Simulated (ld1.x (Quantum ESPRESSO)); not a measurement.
## An all-electron radial function and its pseudo partner (selenium)

Columns: radius, all-electron u(r) and pseudo u(r) of the 4s shell (level -16.72 eV) of selenium in the configuration [Ar] 3d10 4s2 4p4; PBEsol, non-relativistic, TM scheme, ld1.x (Quantum ESPRESSO) 7.5.

```csv
r (bohr),all-electron,pseudo
0.070,-0.0646,-0.0179
0.140,-0.2475,-0.0363
0.210,-0.0942,-0.0561
0.280,0.1467,-0.0778
0.350,0.3244,-0.1021
0.420,0.3979,-0.1299
0.490,0.3787,-0.1618
0.560,0.2940,-0.1988
0.630,0.1709,-0.2414
0.700,0.0301,-0.2900
0.770,-0.1134,-0.3447
0.840,-0.2501,-0.4048
0.910,-0.3744,-0.4689
0.980,-0.4832,-0.5350
1.050,-0.5756,-0.6002
1.120,-0.6516,-0.6612
1.190,-0.7121,-0.7149
1.260,-0.7583,-0.7588
1.330,-0.7918,-0.7918
1.400,-0.8139,-0.8139
1.470,-0.8260,-0.8260
1.540,-0.8294,-0.8294
1.610,-0.8257,-0.8257
1.680,-0.8159,-0.8159
1.750,-0.8011,-0.8011
1.820,-0.7822,-0.7822
```

Problem. How many radial nodes do the two functions have?

Solution. The all-electron 4s function has n − l − 1 = 3 (the table is too coarse to show those close to the nucleus); the pseudo-wave has 0, since the states of the same l below it are removed with the core.

Problem. At about which radius was the pseudo-wave matched?

Solution. 1.40 bohr, where the columns begin to agree (steps of 0.07 bohr).

Problem. Is the pseudo-wave norm-conserving?

Solution. Yes: the TM scheme keeps the norm inside the radius equal to the all-electron one, which fixes the energy derivative of the logarithmic derivative at the level.
